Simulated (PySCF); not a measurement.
## Vibration and rotation of ZnSi

ROHF-CCSD(T) constants of ZnSi, ³Σ⁻ (triplet), unpaired electrons π ↑↑ (basis Zn def2-TZVPP, Si def2-TZVPP; no relativity; PySCF 2.14; masses 63.9291 and 27.9769 u):

* ωe: 257.6 cm⁻¹
* ωexe: 2.34 cm⁻¹
* Be: 0.14825 cm⁻¹
* αe: 0.00143 cm⁻¹
* D (centrifugal): 1.96e-07 cm⁻¹
* De to Zn + Si: 0.74 eV

**Question.** Give the vibrational terms G(v) and spacings up to v = 6.

**Answer.** G(v) = ωe(v+½) − ωexe(v+½)².

```json
{"v": "0", "G(v) (cm⁻¹)": "128.2", "G(v) − G(v−1)": "", "Bv (cm⁻¹)": "0.1475"}
{"v": "1", "G(v) (cm⁻¹)": "381.1", "G(v) − G(v−1)": "252.9", "Bv (cm⁻¹)": "0.1461"}
{"v": "2", "G(v) (cm⁻¹)": "629.4", "G(v) − G(v−1)": "248.2", "Bv (cm⁻¹)": "0.1447"}
{"v": "3", "G(v) (cm⁻¹)": "872.9", "G(v) − G(v−1)": "243.6", "Bv (cm⁻¹)": "0.1432"}
{"v": "4", "G(v) (cm⁻¹)": "1111.8", "G(v) − G(v−1)": "238.9", "Bv (cm⁻¹)": "0.1418"}
{"v": "5", "G(v) (cm⁻¹)": "1346.0", "G(v) − G(v−1)": "234.2", "Bv (cm⁻¹)": "0.1404"}
{"v": "6", "G(v) (cm⁻¹)": "1575.5", "G(v) − G(v−1)": "229.5", "Bv (cm⁻¹)": "0.1390"}
```

**Question.** How well does the Morse estimate ωe²/(4ωexe) reproduce De, and what is D0?

**Answer.** It gives 0.88 eV, 119 % of the computed De. D0 = De − G(0) = 0.74 − 0.02 = 0.72 eV.

Correlated steps freeze 10 core orbitals. The state was picked by a PBE0 search and need not be the measured ground state.
